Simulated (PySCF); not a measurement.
**Two-component Hartree-Fock for Er⁴⁵⁺ (erbium, charge +45)**

Start: [Ar] 3d5; 3d3/2 filled at m_j = -3/2, -1/2, +1/2, +3/2; 3d5/2 filled at m_j = +5/2. Calculated with PySCF 2.14 in an uncontracted even-tempered set (16 s from 11 bohr⁻², ratio 2.8; 12 p from 14 bohr⁻², ratio 2.8; 8 d from 14 bohr⁻², ratio 2.8; 3 f from 47 bohr⁻², ratio 3): generalised Hartree-Fock with the X2C-1e Hamiltonian and a Gaussian nucleus; one run each with spin-orbit coupling (SO) switched off, then screened by Boettger's factors.

```
spinor shell  electrons  ε, spin-free (eV)  ε, screened SO (eV)  weight of nominal j (screened SO)  rms radius, screened SO (bohr)
       1s1/2          2           -60364.4             -60347.8                              1.000                          0.0231
       2s1/2          2           -12350.8             -12344.0                              1.000                          0.0929
       2p1/2          2           -11222.6             -11885.8                              1.000                          0.0793
       2p3/2          4           -11222.6             -10938.6                              1.000                          0.0858
       3s1/2          2            -4495.5              -4493.4                              1.000                           0.231
       3p1/2          2            -4141.5              -4312.0                              0.999                           0.221
       3p3/2          4            -4141.5              -4067.2                              0.999                           0.234
       3d3/2          4            -3785.3              -3798.7                              0.984                           0.202
       3d5/2          1            -3785.3              -3748.7                              1.000                           0.205
```

```csv
quantity,spin-free,screened SO
E (hartree),-11437.44722,-11450.16849
M_J,5/2,5/2
⟨J²⟩,8.750,8.753
⟨L²⟩,0.000,5.443
⟨S²⟩,8.750,3.152
```

Each row is a mean over spinors that exchange with the open shell spreads, by up to 31.789 eV (3p3/2).

Breit and QED terms are absent; they matter most for the inner s and p1/2 levels.

Densities and radii are taken from the X2C orbitals without a picture-change correction, which distorts them close to the nucleus.

Without spin-orbit coupling the j labels of p, d and f shells carry no meaning; the spin-free column gives the mean over the occupied spinors of each nl shell.
